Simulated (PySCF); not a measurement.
ClGa (singlet state).
Structure used (PBE0-D3(BJ)/def2-SVP), in Å, numbered top down from 1:
```xyz
2
GaCl angstrom
Cl     1.1325   -0.0857    0.0097
Ga    -1.0828   -0.0020   -0.0319
```

Computed with PBE0-D3(BJ)/def2-SVP geometry optimisation, gas phase (PySCF).

Take the most abundant isotopes and a rigid rotor. 

Question: What are the moment of inertia and the rotational constant?

Answer: I = 114.051 u·Å², B = 505379 MHz·u·Å²/I = 4431 MHz (0.1478 cm⁻¹, or 0.213 K as hB/k). For two atoms I = μr² with μ = 23.1990 u and r = 2.2173 Å.

Question: List the first levels of a rigid rotor in a Σ state.

Answer: E(J) = BJ(J+1): J = 1: 0.296, J = 2: 0.887, J = 3: 1.774, J = 4: 2.956, J = 5: 4.434, J = 6: 6.208 cm⁻¹.

Question: Where do the first rotational lines fall?

Answer: The dipole is 2.04 D; J+1 ← J lies at 2B(J+1): 1 ← 0 at 8.86 GHz, 2 ← 1 at 17.72 GHz, 3 ← 2 at 26.59 GHz, 4 ← 3 at 35.45 GHz, 5 ← 4 at 44.31 GHz, 6 ← 5 at 53.17 GHz.

Question: Estimate the classical rotational partition function at 10 K, 100 K and 298.15 K.

Answer: Point group C∞v, symmetry number σ = 1; q = kT/(σhB), k/h = 20836.6 MHz/K: 47.0 at 10 K, 470 at 100 K, 1400 at 298.15 K.

No PBE0-D3(BJ)/def2-SVP frequencies stand behind this structure, so it isn't proved a minimum. These are rigid-rotor constants of the computed structure; measured ground-state constants (B0) also hold zero-point vibration.
